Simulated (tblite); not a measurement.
Species: C5H11B2Cl2N.
Bonds: C1–B2, B2–C3, C3–B4, B4–Cl5, B4–Cl6, B2–N7, N7–C8 (double), C8–C9, C8–C10. Hydrogens: H11, H12, H13 on C1; H14, H15 on C3; H16, H17, H18 on C9; H19, H20, H21 on C10.

Computed with GFN2-xTB (tblite), gas phase: L-BFGS steps from a force-field or distance-geometry start until the largest atomic force falls under 0.01 eV/Å.

Step 48: E = -840.6336 eV
```
atom  x, y, z in Å  |  force x, y, z in eV/Å
C1     -0.7799   -2.0591    1.2423   -0.005  -0.015   0.027
B2     -0.5041   -1.0788    0.0181   -0.007  -0.030   0.066
C3     -1.4879   -1.1757   -1.2851    0.032   0.004   0.043
B4     -2.4592    0.0293   -1.1112    0.043   0.028  -0.010
Cl5    -2.0835    1.5855   -1.7692   -0.007   0.003  -0.022
Cl6    -3.8571   -0.0737   -0.1010   -0.033  -0.007  -0.027
N7      0.4465   -0.1327    0.0715   -0.048  -0.023  -0.002
C8      1.2585    0.8099    0.1557   -0.021  -0.017  -0.080
C9      0.8436    2.1767    0.6206    0.033  -0.042  -0.001
C10     2.6984    0.6520   -0.2355    0.012   0.004   0.000
H11    -1.2056   -3.0047    0.9179    0.011  -0.004   0.005
H12     0.1082   -2.2798    1.8283    0.020   0.053  -0.001
H13    -1.5044   -1.6020    1.9149    0.006  -0.008  -0.003
H14    -1.9958   -2.1373   -1.2496    0.024   0.033  -0.050
H15    -0.8965   -1.1241   -2.1976   -0.013   0.028   0.040
H16     1.6397    2.6459    1.1927   -0.007   0.016   0.019
H17    -0.0636    2.1266    1.2178    0.016  -0.011  -0.042
H18     0.6442    2.7929   -0.2577   -0.006  -0.023   0.052
H19     2.8955   -0.3501   -0.6047   -0.039  -0.014  -0.025
H20     2.9640    1.3790   -0.9998   -0.027   0.018  -0.019
H21     3.3300    0.8375    0.6311    0.016   0.008   0.031
```

Step 49: E = -840.6349 eV
```
atom  x, y, z in Å  |  force x, y, z in eV/Å
C1     -0.7774   -2.0578    1.2440   -0.001  -0.006   0.014
B2     -0.5057   -1.0771    0.0177   -0.021  -0.047   0.098
C3     -1.4900   -1.1783   -1.2843    0.044   0.006   0.064
B4     -2.4619    0.0265   -1.1190    0.019   0.029   0.013
Cl5    -2.0788    1.5842   -1.7679    0.001   0.005  -0.032
Cl6    -3.8712   -0.0744   -0.1228   -0.024  -0.015  -0.031
N7      0.4405   -0.1278    0.0726   -0.020   0.004  -0.016
C8      1.2555    0.8127    0.1536   -0.004  -0.021  -0.044
C9      0.8494    2.1785    0.6273    0.019  -0.047   0.004
C10     2.6942    0.6521   -0.2400    0.012  -0.005  -0.007
H11    -1.1976   -3.0057    0.9192    0.009  -0.004   0.010
H12     0.1117   -2.2741    1.8310    0.006   0.059  -0.008
H13    -1.5053   -1.6031    1.9149    0.016  -0.016  -0.009
H14    -1.9915   -2.1419   -1.2412   -0.016   0.016  -0.062
H15    -0.8991   -1.1315   -2.1961    0.011   0.032   0.014
H16     1.6484    2.6390    1.2024   -0.007   0.017   0.015
H17    -0.0577    2.1303    1.2241    0.004  -0.014  -0.028
H18     0.6521    2.8007   -0.2459   -0.002  -0.002   0.027
H19     2.8890   -0.3504   -0.6086   -0.035  -0.022  -0.026
H20     2.9585    1.3771   -1.0065   -0.022   0.025  -0.019
H21     3.3280    0.8379    0.6251    0.012   0.008   0.023
```

Step 50: E = -840.6361 eV
```
atom  x, y, z in Å  |  force x, y, z in eV/Å
C1     -0.7747   -2.0572    1.2460    0.004   0.002   0.006
B2     -0.5072   -1.0770    0.0185   -0.011  -0.026   0.096
C3     -1.4908   -1.1807   -1.2828    0.040   0.013   0.068
B4     -2.4635    0.0243   -1.1258   -0.007   0.025   0.036
Cl5    -2.0744    1.5831   -1.7670    0.008   0.003  -0.038
Cl6    -3.8839   -0.0750   -0.1430   -0.010  -0.021  -0.037
N7      0.4339   -0.1229    0.0734   -0.001   0.010  -0.023
C8      1.2521    0.8149    0.1506    0.019  -0.025   0.004
C9      0.8551    2.1798    0.6336   -0.004  -0.041   0.002
C10     2.6903    0.6517   -0.2443    0.007  -0.009  -0.014
H11    -1.1901   -3.0074    0.9218    0.008  -0.007   0.017
H12     0.1153   -2.2674    1.8340    0.001   0.056  -0.009
H13    -1.5052   -1.6034    1.9148    0.014  -0.023  -0.007
H14    -1.9877   -2.1457   -1.2360   -0.050   0.003  -0.067
H15    -0.9012   -1.1364   -2.1948    0.037   0.034  -0.002
H16     1.6560    2.6334    1.2116   -0.005   0.008   0.010
H17    -0.0522    2.1329    1.2291   -0.009  -0.018  -0.007
H18     0.6590    2.8081   -0.2344    0.003   0.017   0.001
H19     2.8815   -0.3515   -0.6127   -0.025  -0.024  -0.024
H20     2.9529    1.3752   -1.0131   -0.015   0.022  -0.012
H21     3.3260    0.8381    0.6201   -0.003   0.001  -0.001
```

Step 51: E = -840.6373 eV
```
atom  x, y, z in Å  |  force x, y, z in eV/Å
C1     -0.7727   -2.0576    1.2484    0.011   0.007   0.003
B2     -0.5080   -1.0781    0.0214   -0.016  -0.006   0.056
C3     -1.4900   -1.1816   -1.2801    0.022   0.019   0.048
B4     -2.4639    0.0242   -1.1297   -0.023   0.010   0.050
Cl5    -2.0723    1.5834   -1.7677    0.015  -0.001  -0.041
Cl6    -3.8932   -0.0744   -0.1586   -0.001  -0.025  -0.038
N7      0.4290   -0.1203    0.0739    0.031   0.019  -0.016
C8      1.2496    0.8156    0.1476    0.033  -0.024   0.050
C9      0.8592    2.1791    0.6376   -0.023  -0.019   0.002
C10     2.6874    0.6513   -0.2479   -0.001  -0.018  -0.024
H11    -1.1837   -3.0098    0.9251    0.007  -0.007   0.023
H12     0.1181   -2.2611    1.8369    0.006   0.043   0.001
H13    -1.5046   -1.6036    1.9147    0.000  -0.028   0.005
H14    -1.9841   -2.1478   -1.2347   -0.068   0.006  -0.065
H15    -0.9014   -1.1363   -2.1926    0.055   0.031   0.000
H16     1.6610    2.6287    1.2180   -0.012  -0.005   0.001
H17    -0.0490    2.1331    1.2310   -0.020  -0.021   0.015
H18     0.6633    2.8123   -0.2262    0.011   0.033  -0.022
H19     2.8748   -0.3526   -0.6165   -0.008  -0.019  -0.020
H20     2.9482    1.3744   -1.0180   -0.007   0.014  -0.002
H21     3.3234    0.8381    0.6170   -0.014  -0.007  -0.028
```

**Question.** Estimate the geometry and energy of step 52. (The exact step hangs on the optimiser's Hessian estimate; all steps are aligned on step 51, rigid shifts and turns removed.)

**Answer.** E = -840.6386 eV, largest force 0.089 eV/Å
```
atom  x, y, z in Å  |  force x, y, z in eV/Å
C1     -0.7707   -2.0589    1.2508    0.015   0.011   0.009
B2     -0.5081   -1.0803    0.0250   -0.005   0.031   0.000
C3     -1.4883   -1.1816   -1.2770   -0.004   0.023   0.010
B4     -2.4636    0.0249   -1.1309   -0.026  -0.002   0.048
Cl5    -2.0710    1.5842   -1.7697    0.019  -0.014  -0.034
Cl6    -3.9004   -0.0735   -0.1709    0.004  -0.027  -0.034
N7      0.4255   -0.1186    0.0740    0.039   0.002   0.000
C8      1.2481    0.8155    0.1458    0.034  -0.020   0.072
C9      0.8618    2.1781    0.6403   -0.037   0.004  -0.003
C10     2.6851    0.6506   -0.2512   -0.009  -0.018  -0.027
H11    -1.1784   -3.0135    0.9299    0.008   0.000   0.027
H12     0.1202   -2.2554    1.8402    0.019   0.025   0.014
H13    -1.5032   -1.6031    1.9145   -0.019  -0.035   0.019
H14    -1.9821   -2.1488   -1.2372   -0.065   0.025  -0.056
H15    -0.9002   -1.1324   -2.1902    0.059   0.024   0.019
H16     1.6639    2.6255    1.2228   -0.021  -0.018  -0.005
H17    -0.0474    2.1316    1.2314   -0.024  -0.019   0.032
H18     0.6660    2.8151   -0.2208    0.019   0.034  -0.028
H19     2.8686   -0.3541   -0.6202    0.011  -0.011  -0.017
H20     2.9444    1.3741   -1.0218    0.000   0.002   0.008
H21     3.3209    0.8376    0.6147   -0.017  -0.017  -0.053
```

The energy changes by -0.0012 eV. The first-order estimate −F·Δx gives -0.0017 eV and the mean of the old and new forces, exact on a quadratic surface, -0.0012 eV. The step makes an angle of 71° with the force vector and moves no atom by more than 0.014 Å.

What follows is the cost of the whole relaxation. The run took 2.5 s of wall time on an Arm Neoverse N1 with one thread, shared host.
